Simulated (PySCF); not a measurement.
C7H13P.
Numbering: `[CH2:1]=[P@@:2]1([CH2:3][CH2:4][CH3:5])[CH:6]=[C:7]1[CH3:8]` (hydrogens: H9, H10 on C1; H11, H12 on C3; H13, H14 on C4; H15, H16, H17 on C5; H18 on C6; H19, H20, H21 on C8)

All values: PBE0/def2-SVPD (PySCF, non-relativistic), on one gas-phase PBE0-D3(BJ)/def2-SVP geometry that isn't relaxed in the solvent. The solvent is an IEF-PCM continuum (van der Waals radii × 1.2), and excitations are vertical TDDFT with non-equilibrium linear response and a frozen core. Specific hydrogen bonds and non-electrostatic terms are outside this model.

Gas-phase singlets (H = HOMO, L = LUMO):

```json
{"state": "S1", "E (eV)": "3.388", "λ (nm)": "366", "f": "0.008", "leading configurations": "H→L 98%"}
{"state": "S2", "E (eV)": "4.455", "λ (nm)": "278", "f": "0.025", "leading configurations": "H→L+1 93%"}
{"state": "S3", "E (eV)": "5.171", "λ (nm)": "240", "f": "0.048", "leading configurations": "H→L+2 60%, H→L+3 29%"}
{"state": "S4", "E (eV)": "5.295", "λ (nm)": "234", "f": "0.046", "leading configurations": "H→L+3 57%, H→L+2 30%"}
{"state": "S5", "E (eV)": "5.330", "λ (nm)": "233", "f": "0.018", "leading configurations": "H→L+4 76%"}
```

Task: How does the list change in acetone (ε = 20.49)?

Result: 
```csv
state,E (eV),λ (nm),f,leading configurations,change by rank (eV)
S1,3.704,335,0.011,H→L 98%,+0.316
S2,4.760,260,0.039,"H→L+1 88%, H→L+2 8%",+0.305
S3,5.399,230,0.181,"H→L+2 83%, H→L+1 8%",+0.228
S4,5.654,219,0.005,"H→L+3 60%, H→L+7 12%",+0.359
S5,5.751,216,0.003,"H→L+4 47%, H→L+3 27%",+0.421
```

Task: The ground-state energy changes by -0.214 eV from gas to acetone. By how much does the total energy of gas-phase S1 change?

Result: E(S1) = E(S0) + excitation energy, so it changes by -0.214 + 0.316 = +0.102 eV: it isn't lowered at all, while the ground state is. This is the vertical state, with the slow part of the continuum still set for S0.

Task: How do the frontier levels move from gas to acetone?

Result: 
| orbital | gas (eV) | solvent (eV) | change (eV) | Löwdin shares, gas | Löwdin shares, solvent |
| --- | --- | --- | --- | --- | --- |
| LUMO+2 | 1.12 | 1.23 | +0.11 | C8 18 %, C5 14 %, C4 8 %, H13 8 % | C1 25 %, P2 16 %, H9 6 %, H10 6 % |
| LUMO+1 | 0.50 | 0.65 | +0.15 | C8 18 %, C7 8 %, C3 8 %, H11 8 % | C8 14 %, C1 10 %, C7 8 %, C3 7 % |
| LUMO | -0.24 | -0.18 | +0.06 | C6 34 %, C7 34 %, H18 7 %, C8 7 % | C6 35 %, C7 34 %, C8 7 %, H18 7 % |
| HOMO | -4.90 | -5.18 | -0.28 | C1 47 %, P2 19 %, C7 8 %, C6 7 % | C1 46 %, P2 19 %, C7 8 %, C6 8 % |
| HOMO-1 | -7.90 | -7.85 | +0.05 | C6 28 %, C7 24 %, C3 11 %, P2 11 % | C6 28 %, C7 24 %, C3 11 %, P2 11 % |
| HOMO-2 | -8.70 | -8.70 | 0.00 | P2 26 %, C7 20 %, C6 13 %, C1 9 % | P2 25 %, C7 19 %, C6 11 %, C1 10 % |
| HOMO-3 | -9.13 | -9.07 | +0.06 | C6 20 %, C7 12 %, P2 9 %, C4 9 % | C6 17 %, C4 12 %, C7 11 %, P2 9 % |

The HOMO–LUMO gap goes from 4.66 to 5.00 eV. Rows go by rank; for LUMO+2 the atom shares or the degeneracy differ between the runs, so the row needn't follow one orbital.

Conformer computed: `[CH2:1]=[P@@:2]1([CH2:3][CH2:4][CH3:5])[CH:6]=[C:7]1[CH3:8]`: C1–P2–C3–C4 115°, P2–C3–C4–C5 -64°.
